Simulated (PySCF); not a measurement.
**Spinor energies of P⁺ (phosphorus, charge +1)**

Start: [Ne] 3s2 3p2; 3p3/2 filled at m_j = +1/2, +3/2. Calculated with PySCF 2.14 in x2c-SVPall-2c with one added diffuse shell each of s, p type (5s5p1d, 25 functions): generalised Hartree-Fock with the X2C-1e Hamiltonian and a Gaussian nucleus; one run each with spin-orbit coupling (SO) switched off, then screened by Boettger's factors. This is a chosen level, not necessarily the ground level.

```tsv
spinor shell	electrons	ε, spin-free (eV)	ε, screened SO (eV)	weight of nominal j (screened SO)	rms radius, screened SO (bohr)
1s1/2	2	-2192.1	-2192.1	1.000	0.120
2s1/2	2	-216.25	-216.26	1.000	0.561
2p1/2	2	-157.88	-158.57	0.873	0.538
3s1/2	2	-28.204	-28.209	0.999	1.99
3p3/2	2	-19.614	-19.604	0.820	2.33
```

Where does 2p3/2 lie, and what is the 2p spin-orbit splitting (screened SO)?

At -157.56 eV, 1.015 eV above 2p1/2.

```tsv
quantity	spin-free	screened SO
E (hartree)	-341.03547	-341.03493
M_J	2	2
⟨J²⟩	6.009	6.008
⟨L²⟩	2.007	2.010
⟨S²⟩	2.002	2.001
```

Each row is a mean over spinors that exchange with the open shell spreads, by up to 5.464 eV (3s1/2).

Rows whose weight is well below 1 are mixtures of j = l ± 1/2: exchange outweighs spin-orbit coupling there, and the label is only the starting occupation.

Without spin-orbit coupling the j labels of p, d and f shells carry no meaning; the spin-free column gives the mean over the occupied spinors of each nl shell.
